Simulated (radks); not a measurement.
Fe+, 25 electrons, occupied as [Ne] 3s2 3p5 3d6 4s1 4p1 (not the ground configuration).

All-electron calculation, Dirac Kohn-Sham, PBE, spin-unpolarised, spherical densities, finite nucleus; open shells are shared between the two j in proportion to 2j + 1; Fermi nuclear charge, rms radius 3.7377 fm. Program: a radial shooting solver on a logarithmic mesh with Libxc functionals.

Energy parts (hartree):
| part | energy |
|---|---|
| total | -1269.77506 |
| kinetic | 1287.44894 |
| electron-nucleus | -3024.02419 |
| Hartree | 521.67886 |
| exchange-correlation | -54.87866 |

Orbitals (lengths in bohr, moments of r in powers of bohr; <r^-3> diverges for s and p1/2; r(max) is where P^2 peaks; r(90%) holds 90 % of the orbital's charge):
orbital	occ.	eigenvalue (hartree)	r(max)	r(90%)	<r^-3>	<r>
1s1/2	2	-257.9566	0.03826	0.104	-	0.05845
2s1/2	2	-30.82841	0.2224	0.414	-	0.2666
2p1/2	2	-26.69026	0.1780	0.383	-	0.2333
2p3/2	4	-26.23066	0.1805	0.387	470.0	0.2363
3s1/2	2	-4.09998	0.6984	1.20	-	0.8034
3p1/2	1.66667	-2.88265	0.7047	1.29	-	0.8387
3p3/2	3.33333	-2.82436	0.7117	1.30	60.03	0.8475
3d3/2	2.4	-0.87603	0.6934	1.71	5.675	1.009
3d5/2	3.6	-0.86959	0.6957	1.72	5.578	1.013
4s1/2	1	-0.55029	2.159	3.74	-	2.521
4p1/2	0.333333	-0.34187	2.591	4.65	-	3.087
4p3/2	0.666667	-0.33788	2.615	4.69	4.142	3.115
4d3/2	0	-0.11677	4.606	8.35	0.1903	5.483
4d5/2	0	-0.11656	4.616	8.36	0.1885	5.492
5s1/2	0	-0.14710	5.818	9.06	-	6.307

The highest occupied level is 4p3/2 at -9.194 eV. The electron density at the nucleus is 1.51e+04 e/bohr^3.
